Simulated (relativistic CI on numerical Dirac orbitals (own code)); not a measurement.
Method of calculation: Dirac-Coulomb-Breit CI, separate exchange-only KLI orbitals for each configuration, QED by a radiative potential, unscaled Slater integrals (own radial code, finite nucleus).

Configuration list (outside the closed core [Kr] 4d10): 4f¹⁴5s²5p⁴, 4f¹⁴5s5p⁵, 4f¹⁴5s²5p³5d, 4f¹³5s²5p⁵, 4f¹⁴5p⁶, 4f¹⁴5s5p⁴5d, 4f¹⁴5s²5p³5f, 4f¹⁴5s²5p³5g, 4f¹³5s²5p⁴5d, 4f¹⁴5s²5p³6s, 4f¹⁴5s5p⁴5f, 4f¹⁴5p⁵5d, 4f¹⁴5s²5p³6p, 4f¹⁴5s5p⁴5g, 4f¹⁴5s5p³5d², 4f¹⁴5s²5p²5d6p, 4f¹⁴5s²5p²5d5f, 4f¹³5s²5p⁴6s, 4f¹⁴5s²5p³6d, 4f¹⁴5p⁵6s, 4f¹⁴5s5p⁴6s, 4f¹⁴5s²5p²5d², 4f¹⁴5s²5p5d³, 4f¹⁴5s5p²5d³, 4f¹⁴5s²5p5d²5f, 4f¹⁴5s²5p5d²5g, 4f¹⁴5p⁴5d², 4f¹⁴5p³5d³, 4f¹³5p⁵5d², 4f¹⁴5p³5d²5f, 4f¹⁴5p³5d²5g, 4f¹⁴5s²5p²5d6s, 4f¹⁴5s²5p5d²6s, 4f¹⁴5s5p²5d²6s, 4f¹⁴5s²5p5d5f6s, 4f¹⁴5s²5p5d5g6s. Double excitations out of closed p, d and f shells are left out; levels of such configurations are missing from the list, as are those of other unlisted configurations, and high levels can miss mixing partners. Some configurations lack a partner that the ground configuration has and come out too high, among them 4f¹³5s²5p⁴5d, 4f¹³5s²5p⁴6s, 4f¹⁴5s5p⁴5f, 4f¹⁴5s²5p³6p, 4f¹⁴5s5p⁴5g.

At this charge transitions that keep the count of f electrons are usually good to a few per cent. Levels and lines within the n = 5 or 6 shells can be off by up to 10 % or somewhat more, and those that change n by about 2 %, since core polarisation is missing. Levels that differ in their count of f electrons can be misplaced by several ten thousand cm⁻¹, since the correlation energy of f electrons is missing or only estimated; rates across such gaps can be off by orders of magnitude.

Outline of the computed level scheme of Au XIV. Lowest level of each configuration: 4f¹⁴5s²5p⁴ ³P2 at 0.0000 eV; 4f¹³5s²5p⁵ ³F4 at 51.5882 eV; 4f¹⁴5s5p⁵ ³P°2 at 57.2120 eV; 4f¹⁴5s²5p³5d ⁵D°1 at 58.9258 eV.

Some strong electric-dipole decays among the lowest 45 levels: 4f¹⁴5s²5p³5d ³D°3 → 4f¹⁴5s²5p⁴ ³P2 (3.8e+11 s⁻¹); 4f¹⁴5s²5p³5d ³P°2 → 4f¹⁴5s²5p⁴ ³P2 (2.8e+11 s⁻¹); 4f¹⁴5s²5p³5d ³S°1 → 4f¹⁴5s²5p⁴ ³P2 (2.3e+11 s⁻¹); 4f¹⁴5s²5p³5d ³P°0 → 4f¹⁴5s²5p⁴ ³P1 (8.9e+10 s⁻¹); 4f¹⁴5s²5p³5d ³D°3 → 4f¹⁴5s²5p⁴ ³P2 (8.6e+10 s⁻¹); 4f¹⁴5s²5p³5d ³D°1 → 4f¹⁴5s²5p⁴ ¹S0 (7.2e+10 s⁻¹); 4f¹⁴5s²5p³5d ³D°2 → 4f¹⁴5s²5p⁴ ³P2 (6.1e+10 s⁻¹); 4f¹⁴5s5p⁵ ³P°1 → 4f¹⁴5s²5p⁴ ³P2 (4.9e+10 s⁻¹).

LS names give the leading component of a level, which can be under half, so a name can repeat, a term be missing and a line seem to break the LS rules.
